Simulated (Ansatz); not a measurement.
A single point on CH$_{6}$AsGaO (`[GaH2][CH2]O[AsH2]`).

```yaml
crystal:
  periodic: [false, false, false]
  atoms:
    - {symbol: Ga, position_ang: [0.278994, 1.916731, -0.525220]}
    - {symbol: C, position_ang: [-0.281348, 0.049032, -0.893317]}
    - {symbol: O, position_ang: [0.260111, -0.372562, 0.369764]}
    - {symbol: As, position_ang: [0.123880, -2.135300, 0.753057]}
    - {symbol: H, position_ang: [1.749681, 2.345418, -0.864007]}
    - {symbol: H, position_ang: [-0.693022, 2.861242, 0.265677]}
    - {symbol: H, position_ang: [-1.361270, -0.125856, -0.944752]}
    - {symbol: H, position_ang: [0.204736, -0.462442, -1.730067]}
    - {symbol: H, position_ang: [-1.202922, -2.059715, 1.521248]}
    - {symbol: H, position_ang: [0.921160, -2.016557, 2.047616]}
basis:
  gaussian: {orbitals: def2-TZVPP}
correlation: {method: mp2}
```

```sh
$ ansatz run in.yaml --threads 2 --pin off --events-out ev --progress --plain --max-ram 4352MiB
```

Output, abridged:

```
Functional definition: HF
1481 factors; integrals over basis functions are off by at most 1.1e-3 eV
mean field evaluation 1: about -116289.4227 eV, gradient 3.3e1 eV
mean field evaluation 2: about -116289.6559 eV, gradient 3.4e1 eV
mean field evaluation 4: about -116292.4112 eV, gradient 4.4e0 eV
mean field evaluation 8: about -116292.4763 eV, gradient 2.9e-1 eV
mean field -116292.47673211 eV, -4273.6696940333 hartree, gradient 3.0e-6 eV, S^2 0.000000; 0 other end points of the search recorded, 0 dependent functions left out
20 core orbitals not correlated: weight in the atoms' cores, before any rotation towards them, 1.000 or more for the frozen orbitals, at most 0.000 for the correlated occupied ones
reference -116292.47673211 eV, -4273.6696940333 hartree; 22, 22 occupied and 200, 200 virtual orbitals, 1481 factors
second order -24.96786644 eV of doubles, -0.00000000 eV of singles
Total energy: -116317.44459855 eV, -4274.5872462011 hartree
```

Run time 8 s (2 threads of an Arm Neoverse V2 on a shared host); peak host memory 0.63 GiB.
